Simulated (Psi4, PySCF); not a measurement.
Interaction energy of H2O ··· CS2 (SMILES O and S=C=S). Monomers: optimised at B3LYP-D3(BJ) (def2-TZVP), held rigid. Orientation: lowest of the rigid-body minima from ten starts at GFN2-xTB. R is the distance of the centres of mass, along which the second monomer moves.

- RKS-BP86/6-31G* = PySCF with restricted BP86/6-31G*, spherical d, no counterpoise correction
- SAPT0/jun-cc-pVDZ, frozen core (Psi4)

Interaction energies in kcal/mol:

```
R / Å  RKS-BP86/6-31G*
-----  ---------------
2.50              7.05
2.69              3.21
2.91              1.07
3.09              0.30
3.29             -0.05
3.46             -0.13
3.82             -0.06
4.10              0.01
4.57              0.04
5.27              0.03
6.31              0.02
7.62              0.01
```

### Question
What does SAPT0/jun-cc-pVDZ give at the same points?

### Answer
2.50: 6.00; 2.69: 2.16; 2.91: 0.14; 3.09: -0.50; 3.29: -0.69; 3.46: -0.67; 3.82: -0.48; 4.10: -0.33; 4.57: -0.16; 5.27: -0.05; 6.31: 0.00; 7.62: 0.01 (kcal/mol).
